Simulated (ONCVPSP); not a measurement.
## Potentials for arsenic compared

Generated with ld1.x 7.5 (TM, RRKJ, ultrasoft, PAW), atompaw 4.2 or ONCVPSP 4.0.1. The cutoff is in Ry: for ld1.x and atompaw files where the sum of valence levels is converged to 10 mRy in a Bessel basis, for ONCV files where the hardest occupied wave has 1 mHa per electron of residual kinetic energy. The error is the largest all-electron minus pseudo excitation energy over each file’s own four to seven test configurations (ionisations up to +4, promotions, holes and added fractions of an electron), all of which were solved. The labels leave out finer settings (local radius, basis sizes, second energies), which also bear on the numbers. Spin-polarised tests are not counted. The rows are a selection from randomly drawn settings: files with unsolved tests, undetermined cutoffs or missed reference levels are left out.

A true bound ghost makes a file unfit for plane-wave use even where its test errors are small: the radial tests pick states by their node count and pass the ghost by.

```csv
potential,cutoff (Ry),largest error (meV),bound ghosts
"ONCV, PBE, scalar-relativistic, rc 1.45/1.55/1.55 (spd), local smoothed, core correction yes, reference 4s2 4p2.5, qcut 4.5/6.2/7.1, projectors 3/1/1",20,-416,s
"ONCV, LDA (Perdew-Wang 92), scalar-relativistic, rc 1.20/1.90/0.65/1.85 (spdf), local smoothed, core correction yes, reference 3d10 4s2 4p3, qcut 5.1/4.5/21/6.6, projectors 1/1/3/3",391,-490,"s, p"
"ONCV, PBE, scalar-relativistic, rc 1.00/1.00/1.20 (spd), local smoothed, core correction yes, reference 3s2 3p6 3d10 4s2 4p2, qcut 15.4/16.4/10.4, projectors 2/2/1",212,-7.9,none
"ONCV, PW91, fully relativistic, rc 0.80/1.05/0.60 (spd), local smoothed, core correction no, reference 3s2 3p6 3d10 4s1.75 4p3.25, qcut 11.9/10.8/17.9, projectors 2/3/2",1150,+20,none
"ONCV, PBE, scalar-relativistic, rc 1.75/1.60 (sp), local p, core correction yes, reference 4s2 4p2, qcut 3.6/4.8, projectors 2/0",53,-82,none
"ONCV, PBE, scalar-relativistic, rc 1.65/2.00/1.00 (spd), local smoothed, core correction no, reference 3d10 4s2 4p3, qcut 3.9/4/13.1, projectors 3/2/2",168,-245,none
```

Fill in the row for As: ONCV, LDA (Perdew-Wang 92), scalar-relativistic, rc 1.10/1.05/0.70 (spd), local smoothed, core correction yes, reference 3s2 3p6 3d10 4s2 4p2.5, qcut 12.4/11.5/18, projectors 2/3/1.

cutoff 317 Ry, largest error -327 meV, bound ghosts: none.
